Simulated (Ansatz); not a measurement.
**Nudged elastic band run: CH₄OSSi**

Input file:

```yaml
crystal:
  periodic: [false, false, false]
  atoms:
    - { symbol: O, position_ang: [-1.24479, 1.331578, 0.34165] }
    - { symbol: C, position_ang: [-1.030497, 1.070511, -0.812678] }
    - { symbol: S, position_ang: [0.126323, -0.162704, -1.391051] }
    - { symbol: Si, position_ang: [0.796026, -0.827172, 0.58626] }
    - { symbol: H, position_ang: [-1.541819, 1.580523, -1.662153] }
    - { symbol: H, position_ang: [-0.341498, -1.389249, 1.356962] }
    - { symbol: H, position_ang: [1.785119, -1.891782, 0.266549] }
    - { symbol: H, position_ang: [1.451137, 0.288296, 1.314471] }
basis:
  gaussian: { orbitals: def2-SVP }
hamiltonian:
  xc: b3lyp
  dispersion: d4
neb:
  order_check: false
  images: 8
  f_tol: 0.05
  max_iterations: 60
  climbing: false
  final_atoms:
    - { symbol: O, position_ang: [-1.42068887, 1.84190692, 1.13878893] }
    - { symbol: C, position_ang: [-1.97411438, 2.36341674, 0.30134871] }
    - { symbol: S, position_ang: [0.39775859, 0.26082332, -1.61024627] }
    - { symbol: Si, position_ang: [0.7446933, -0.76632387, 0.26244417] }
    - { symbol: H, position_ang: [-0.26910569, -0.76555908, -2.18935644] }
    - { symbol: H, position_ang: [-0.53265689, -1.16901251, 0.91532756] }
    - { symbol: H, position_ang: [1.58649709, -1.98187395, 0.07039567] }
    - { symbol: H, position_ang: [1.46761785, 0.21662343, 1.11130767] }
  initial_path:
    images:
      - { positions_ang: [[-1.24479, 1.331578, 0.34165], [-1.030497, 1.070511, -0.812678], [0.126323, -0.162704, -1.391051], [0.796026, -0.827172, 0.58626], [-1.541819, 1.580523, -1.662153], [-0.341498, -1.389249, 1.356962], [1.785119, -1.891782, 0.266549], [1.451137, 0.288296, 1.314471]] }
      - { positions_ang: [[-1.19869867, 1.28626713, 0.43535358], [-1.0382092, 1.0809049, -0.73132259], [0.08097946, -0.11639345, -1.37952861], [0.77386288, -0.80391791, 0.58648963], [-1.4436559, 1.47485201, -1.76082163], [-0.36321347, -1.37686564, 1.33363235], [1.75048764, -1.85537656, 0.22568688], [1.43844827, 0.31053051, 1.29052039]] }
      - { positions_ang: [[-1.15260734, 1.24095625, 0.52905717], [-1.04592139, 1.0912988, -0.64996718], [0.03563591, -0.07008289, -1.36800623], [0.75169976, -0.78066381, 0.58671927], [-1.3454928, 1.36918102, -1.85949026], [-0.38492895, -1.36448227, 1.3103027], [1.71585627, -1.81897111, 0.18482476], [1.42575953, 0.33276503, 1.26656977]] }
      - { positions_ang: [[-1.10651601, 1.19564538, 0.62276075], [-1.05363359, 1.10169269, -0.56861177], [-0.00970763, -0.02377234, -1.35648384], [0.72953665, -0.75740972, 0.5869489], [-1.2473297, 1.26351003, -1.95815889], [-0.40664442, -1.35209891, 1.28697306], [1.68122491, -1.78256567, 0.14396264], [1.4130708, 0.35499954, 1.24261916]] }
      - { positions_ang: [[-1.06042469, 1.1503345, 0.71646433], [-1.06134578, 1.11208659, -0.48725637], [-0.05505117, 0.02253821, -1.34496145], [0.70737353, -0.73415563, 0.58717853], [-1.1491666, 1.15783904, -2.05682751], [-0.4283599, -1.33971555, 1.26364341], [1.64659354, -1.74616022, 0.10310052], [1.40038207, 0.37723406, 1.21866854]] }
      - { positions_ang: [[-1.079969, 1.20703772, 0.80503532], [-1.16619216, 1.25574279, -0.36347562], [-0.02489166, 0.0695968, -1.36931648], [0.70166989, -0.72739473, 0.55119899], [-1.00775401, 0.89716325, -2.11540567], [-0.44959978, -1.31524483, 1.21457291], [1.62452444, -1.75617044, 0.0813057], [1.40221327, 0.36927044, 1.19609484]] }
      - { positions_ang: [[-1.16514897, 1.36575502, 0.88847373], [-1.36817271, 1.53266127, -0.19726954], [0.0807709, 0.11740343, -1.42954893], [0.71242575, -0.73712701, 0.47901029], [-0.82309193, 0.48148267, -2.13389337], [-0.47036406, -1.27868675, 1.13976158], [1.6150176, -1.81259632, 0.0785782], [1.41856442, 0.33110869, 1.17489805]] }
      - { positions_ang: [[-1.25032894, 1.52447232, 0.97191213], [-1.57015327, 1.80957976, -0.03106346], [0.18643346, 0.16521006, -1.48978137], [0.7231816, -0.7468593, 0.40682158], [-0.63842985, 0.06580208, -2.15238106], [-0.49112833, -1.24212867, 1.06495024], [1.60551076, -1.8690222, 0.07585069], [1.43491556, 0.29294693, 1.15370125]] }
      - { positions_ang: [[-1.3355089, 1.68318962, 1.05535053], [-1.77213382, 2.08649825, 0.13514262], [0.29209603, 0.21301669, -1.55001382], [0.73393745, -0.75659158, 0.33463287], [-0.45376777, -0.3498785, -2.17086875], [-0.51189261, -1.20557059, 0.9901389], [1.59600393, -1.92544808, 0.07312318], [1.45126671, 0.25478518, 1.13250446]] }
      - { positions_ang: [[-1.42068887, 1.84190692, 1.13878893], [-1.97411438, 2.36341674, 0.30134871], [0.39775859, 0.26082332, -1.61024627], [0.7446933, -0.76632387, 0.26244417], [-0.26910569, -0.76555908, -2.18935644], [-0.53265689, -1.16901251, 0.91532756], [1.58649709, -1.98187395, 0.07039567], [1.46761785, 0.21662343, 1.11130767]] }
```

Launched with:

```bash
$ ansatz run input.yaml --threads 2 --pin off --max-ram 3072MiB --backend cpu --events-out ev --progress --plain --runs-dir out
```

Output, in part (warnings, iteration lines, the closing report on the highest movable image, with atoms numbered from 0):

```
NEB end point (image 0): max|allowed force component| = 9.304e-3 eV/Å (the criterion of neb.relax_end_points is 1.000e-2)
NEB end point (image 9): max|allowed force component| = 3.888e-3 eV/Å (the criterion of neb.relax_end_points is 1.000e-2)
NEB iter   1: max|band force component| = 1.477e1 eV/Å  barrier→ = 4.9507 eV  barrier← = 4.5330 eV  Δτ_max = 0.2000 Å  (282 SCF iters)
NEB iter   2: max|band force component| = 5.661e0 eV/Å  barrier→ = 4.7101 eV  barrier← = 4.2925 eV  Δτ_max = 0.2000 Å  (269 SCF iters)
NEB iter   3: max|band force component| = 3.016e0 eV/Å  barrier→ = 4.6003 eV  barrier← = 4.1827 eV  Δτ_max = 0.2000 Å  (244 SCF iters)
NEB iter   4: max|band force component| = 2.518e0 eV/Å  barrier→ = 4.0536 eV  barrier← = 3.6359 eV  Δτ_max = 0.2000 Å  (247 SCF iters)
NEB iter   5: max|band force component| = 3.208e0 eV/Å  barrier→ = 3.5635 eV  barrier← = 3.1458 eV  Δτ_max = 0.1025 Å  (244 SCF iters)
NEB iter   6: max|band force component| = 3.352e0 eV/Å  barrier→ = 3.1636 eV  barrier← = 2.7459 eV  Δτ_max = 0.0503 Å  (238 SCF iters)
NEB iter   7: max|band force component| = 2.866e0 eV/Å  barrier→ = 2.9771 eV  barrier← = 2.5594 eV  Δτ_max = 0.0512 Å  (239 SCF iters)
NEB iter   8: max|band force component| = 2.216e0 eV/Å  barrier→ = 2.7933 eV  barrier← = 2.3756 eV  Δτ_max = 0.1000 Å  (246 SCF iters)
NEB iter   9: max|band force component| = 1.277e0 eV/Å  barrier→ = 2.5803 eV  barrier← = 2.1626 eV  Δτ_max = 0.1004 Å  (240 SCF iters)
NEB iter  10: max|band force component| = 1.493e0 eV/Å  barrier→ = 2.2766 eV  barrier← = 1.8589 eV  Δτ_max = 0.0502 Å  (235 SCF iters)
NEB iter  11: max|band force component| = 5.623e-1 eV/Å  barrier→ = 2.1678 eV  barrier← = 1.7501 eV  Δτ_max = 0.1015 Å  (231 SCF iters)
NEB iter  12: max|band force component| = 5.824e-1 eV/Å  barrier→ = 1.9974 eV  barrier← = 1.5797 eV  Δτ_max = 0.0506 Å  (235 SCF iters)
NEB iter  13: max|band force component| = 6.980e-1 eV/Å  barrier→ = 1.9126 eV  barrier← = 1.4949 eV  Δτ_max = 0.0252 Å  (239 SCF iters)
NEB iter  14: max|band force component| = 4.986e-1 eV/Å  barrier→ = 1.8775 eV  barrier← = 1.4598 eV  Δτ_max = 0.0125 Å  (239 SCF iters)
NEB iter  15: max|band force component| = 1.662e-1 eV/Å  barrier→ = 1.8623 eV  barrier← = 1.4446 eV  Δτ_max = 0.0251 Å  (244 SCF iters)
NEB iter  16: max|band force component| = 1.338e-1 eV/Å  barrier→ = 1.8379 eV  barrier← = 1.4202 eV  Δτ_max = 0.0252 Å  (229 SCF iters)
NEB iter  17: max|band force component| = 1.716e-1 eV/Å  barrier→ = 1.8417 eV  barrier← = 1.4240 eV  Δτ_max = 0.0125 Å  (235 SCF iters)
NEB iter  18: max|band force component| = 1.070e-1 eV/Å  barrier→ = 1.8394 eV  barrier← = 1.4217 eV  Δτ_max = 0.0125 Å  (238 SCF iters)
NEB iter  19: max|band force component| = 2.533e-1 eV/Å  barrier→ = 1.8494 eV  barrier← = 1.4317 eV  Δτ_max = 0.0063 Å  (238 SCF iters)
NEB iter  20: max|band force component| = 8.344e-2 eV/Å  barrier→ = 1.8497 eV  barrier← = 1.4320 eV  Δτ_max = 0.0125 Å  (226 SCF iters)
NEB iter  21: max|band force component| = 3.656e-1 eV/Å  barrier→ = 1.8514 eV  barrier← = 1.4337 eV  Δτ_max = 0.0063 Å  (237 SCF iters)
NEB iter  22: max|band force component| = 1.647e-1 eV/Å  barrier→ = 1.8528 eV  barrier← = 1.4351 eV  Δτ_max = 0.0125 Å  (197 SCF iters)
NEB iter  23: max|band force component| = 1.011e-1 eV/Å  barrier→ = 1.8644 eV  barrier← = 1.4467 eV  Δτ_max = 0.0063 Å  (230 SCF iters)
NEB iter  24: max|band force component| = 1.018e-1 eV/Å  barrier→ = 1.8676 eV  barrier← = 1.4500 eV  Δτ_max = 0.0031 Å  (203 SCF iters)
NEB iter  25: max|band force component| = 1.023e-1 eV/Å  barrier→ = 1.8703 eV  barrier← = 1.4526 eV  Δτ_max = 0.0031 Å  (178 SCF iters)
NEB iter  26: max|band force component| = 1.019e-1 eV/Å  barrier→ = 1.8719 eV  barrier← = 1.4542 eV  Δτ_max = 0.0063 Å  (181 SCF iters)
NEB iter  27: max|band force component| = 1.007e-1 eV/Å  barrier→ = 1.8754 eV  barrier← = 1.4577 eV  Δτ_max = 0.0125 Å  (205 SCF iters)
NEB iter  28: max|band force component| = 1.388e-1 eV/Å  barrier→ = 1.8858 eV  barrier← = 1.4681 eV  Δτ_max = 0.0063 Å  (224 SCF iters)
NEB iter  29: max|band force component| = 9.606e-2 eV/Å  barrier→ = 1.8863 eV  barrier← = 1.4686 eV  Δτ_max = 0.0125 Å  (201 SCF iters)
NEB iter  30: max|band force component| = 9.282e-2 eV/Å  barrier→ = 1.8860 eV  barrier← = 1.4683 eV  Δτ_max = 0.0125 Å  (230 SCF iters)
NEB iter  31: max|band force component| = 9.096e-2 eV/Å  barrier→ = 1.8890 eV  barrier← = 1.4714 eV  Δτ_max = 0.0250 Å  (213 SCF iters)
NEB iter  32: max|band force component| = 9.435e-2 eV/Å  barrier→ = 1.9095 eV  barrier← = 1.4918 eV  Δτ_max = 0.0250 Å  (234 SCF iters)
NEB iter  33: max|band force component| = 1.014e-1 eV/Å  barrier→ = 1.9273 eV  barrier← = 1.5096 eV  Δτ_max = 0.0250 Å  (234 SCF iters)
NEB iter  34: max|band force component| = 1.029e-1 eV/Å  barrier→ = 1.9497 eV  barrier← = 1.5320 eV  Δτ_max = 0.0251 Å  (234 SCF iters)
NEB iter  35: max|band force component| = 1.027e-1 eV/Å  barrier→ = 1.9638 eV  barrier← = 1.5461 eV  Δτ_max = 0.0502 Å  (235 SCF iters)
NEB iter  36: max|band force component| = 1.284e-1 eV/Å  barrier→ = 1.9830 eV  barrier← = 1.5653 eV  Δτ_max = 0.0250 Å  (233 SCF iters)
NEB iter  37: max|band force component| = 1.558e-1 eV/Å  barrier→ = 1.9755 eV  barrier← = 1.5578 eV  Δτ_max = 0.0125 Å  (230 SCF iters)
NEB iter  38: max|band force component| = 8.367e-2 eV/Å  barrier→ = 1.9586 eV  barrier← = 1.5409 eV  Δτ_max = 0.0251 Å  (230 SCF iters)
NEB iter  39: max|band force component| = 7.504e-2 eV/Å  barrier→ = 1.9240 eV  barrier← = 1.5063 eV  Δτ_max = 0.0250 Å  (228 SCF iters)
NEB iter  40: max|band force component| = 1.315e-1 eV/Å  barrier→ = 1.8673 eV  barrier← = 1.4496 eV  Δτ_max = 0.0125 Å  (213 SCF iters)
NEB iter  41: max|band force component| = 1.175e-1 eV/Å  barrier→ = 1.8360 eV  barrier← = 1.4184 eV  Δτ_max = 0.0125 Å  (214 SCF iters)
NEB iter  42: max|band force component| = 6.372e-2 eV/Å  barrier→ = 1.7989 eV  barrier← = 1.3812 eV  Δτ_max = 0.0125 Å  (220 SCF iters)
NEB iter  43: max|band force component| = 6.104e-2 eV/Å  barrier→ = 1.7778 eV  barrier← = 1.3601 eV  Δτ_max = 0.0125 Å  (220 SCF iters)
NEB iter  44: max|band force component| = 7.238e-2 eV/Å  barrier→ = 1.7712 eV  barrier← = 1.3535 eV  Δτ_max = 0.0063 Å  (216 SCF iters)
NEB iter  45: max|band force component| = 9.504e-2 eV/Å  barrier→ = 1.7708 eV  barrier← = 1.3531 eV  Δτ_max = 0.0031 Å  (214 SCF iters)
NEB iter  46: max|band force component| = 4.274e-2 eV/Å  barrier→ = 1.7686 eV  barrier← = 1.3509 eV  Δτ_max = 0.0000 Å  (393 SCF iters)
Total energy: -21853.74186703 eV, -803.1102006150 hartree
Atom 0 at    -1.645438     1.571626     0.532131 Å, force     0.032393     0.100716     0.416095 eV/Å
Atom 1 at    -1.683230     1.337096    -0.578790 Å, force    -1.717129     0.678829     0.185704 eV/Å
Atom 2 at     0.566614     0.414053    -1.378961 Å, force     0.002603    -0.296831    -0.574037 eV/Å
Atom 3 at     0.883239    -0.772580     0.413511 Å, force    -0.091921     0.008782    -0.177247 eV/Å
Atom 4 at    -1.017441     0.644991    -1.503745 Å, force     1.893321    -0.549585     0.322379 eV/Å
Atom 5 at    -0.408204    -1.036082     1.115417 Å, force    -0.042075     0.033617    -0.053639 eV/Å
Atom 6 at     1.502964    -2.069886     0.023469 Å, force    -0.014584    -0.022848     0.037085 eV/Å
Atom 7 at     1.801496    -0.089216     1.376979 Å, force    -0.062607     0.047322    -0.156341 eV/Å
Dipole moment:    -0.302774    -0.007620     0.111669 e Å
```

The forces met the threshold. Neighbouring images differ by up to 1.4 eV, so the band resolves the path poorly. No image climbed, so the highest image needn't sit at the top of the path. The orbitals stay closed-shell, which can raise the energy where a bond breaks towards radicals; this wasn't checked here.

Final band (atoms are numbered from 1 in the order of the input):

| image | path coordinate (Å) | energy (kcal/mol) | C2–S3 (Å) | C2–H5 (Å) | S3–H5 (Å) |
| --- | --- | --- | --- | --- | --- |
| 0 | 0.00 | 0.0 | 1.79 | 1.11 | 2.43 |
| 1 | 0.62 | 1.0 | 1.79 | 1.11 | 2.41 |
| 2 | 1.23 | 5.0 | 1.82 | 1.11 | 2.37 |
| 3 | 1.85 | 37.5 | 2.12 | 1.08 | 2.06 |
| 4 | 2.47 | 40.8 | 2.56 | 1.33 | 1.61 |
| 5 | 3.09 | 14.2 | 3.09 | 2.01 | 1.36 |
| 6 | 3.71 | 10.4 | 3.36 | 2.70 | 1.35 |
| 7 | 4.33 | 9.6 | 3.48 | 3.43 | 1.35 |
| 8 | 4.96 | 9.6 | 3.58 | 3.89 | 1.35 |
| 9 | 5.58 | 9.6 | 3.70 | 4.35 | 1.35 |

Time of the run: 9.8 min on 2 threads of Arm Neoverse V1, with other jobs on the host, peak memory 0.17 GiB.
